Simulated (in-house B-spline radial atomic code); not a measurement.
Binding energies in Os VIII (Os7+)

NIST's tabulated ground configuration is [Xe] 4f14 5d1; each binding energy is the energy of the ion with one electron taken from that subshell, relaxed, less that of the parent. Method: Dirac-Hartree-Fock, average of configuration, Fermi nucleus of rms radius 5.4126 fm. Calculated with a B-spline radial code for spherical atoms. Energies include first-order Breit, QED and recoil terms.

```
subshell  X-ray name  binding energy (eV)  -ε (eV)  relaxation (eV)
      1s           K              73983.6  74451.9             86.3
      2s          L1              13091.3  13189.3             50.3
   2p1/2          L2              12502.9  12604.7             54.9
   2p3/2          L3              10988.9  11070.5             51.6
      3s          M1               3173.1   3209.7             27.0
   3p1/2          M2               2912.6   2949.6             28.1
   3p3/2          M3               2578.4   2610.1             26.3
      4s          N1                  778    789.6              9.5
   4p1/2          N2                668.3    679.4              9.3
   4p3/2          N3                589.6    598.8              8.2
      5s          O1                201.9    203.4              1.1
   4f5/2          N6                164.8    171.6              6.9
   5p1/2          O2                163.3    164.6              1.0
   4f7/2          N7                162.1    168.6              6.7
   5p3/2          O3                149.5    150.5              0.8
      5d        O4,5                99.99   100.39             0.40
```

Relaxation = -ε minus the binding energy without Breit, QED and recoil terms.

Emission lines follow as differences of binding energies, with λ = 12398.42 eV·Å / E:

```tsv
line	holes	energy (eV)	wavelength (Å)
K-L3	1s → 2p3/2	62994.7	0.19682
K-L2	1s → 2p1/2	61480.7	0.20166
K-M3	1s → 3p3/2	71405.2	0.17363
L1-M3	2s → 3p3/2	10512.9	1.1794
L3-M1	2p3/2 → 3s	7815.8	1.5863
```

**Question.** What screening constant σ does Moseley's law, E = (3/4)·13.6057 eV·(Z - σ)², need for K-L3?

**Answer.** σ = -2.57.

Moseley's non-relativistic formula needs a falling, then negative, screening constant for heavy elements, because relativity binds the 1s electron more strongly than the formula allows.

**Question.** What does it cost to remove both a 4s and a 5p3/2 electron?

**Answer.** 950.09 eV, which is 22.54 eV more than the two single binding energies together.

**Question.** What does it cost to remove both a 1s and a 4p3/2 electron?

**Answer.** 74620 eV, which is 47.02 eV more than the two single binding energies together.

**Question.** What does it cost to remove both a 4p3/2 and a 5s electron?

**Answer.** 816.18 eV, which is 24.7 eV more than the two single binding energies together.
